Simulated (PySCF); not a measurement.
SMILES OCB(O)O (CH5BO3) (PBE/def2-SVP optimised geometry):

```
10

O      1.597    -1.065     0.000
C      0.149    -1.065     0.000
B     -0.388     0.439     0.000
O      0.541     1.427     0.188
O     -1.716     0.721    -0.164
H      1.879    -1.042    -0.932
H     -0.172    -1.577     0.935
H     -0.270    -1.681    -0.828
H      1.399     0.951     0.299
H     -1.879     1.681    -0.104
```

Level of theory: PBE/def2-TZVP run with PySCF.

**Question.** What are the frontier orbital energies and the dipole moment?

**Answer.** HOMO-2 -8.14 eV, HOMO-1 -7.54 eV, HOMO -6.36 eV, LUMO -0.43 eV, LUMO+1 0.22 eV; dipole moment 1.19 D.

Meta-Löwdin charges at PBE/def2-TZVP: O1 -0.52, C2 -0.15, B3 0.39, O4 -0.51, O5 -0.50, H6 0.34, H7 0.14, H8 0.12, H9 0.35, H10 0.35.
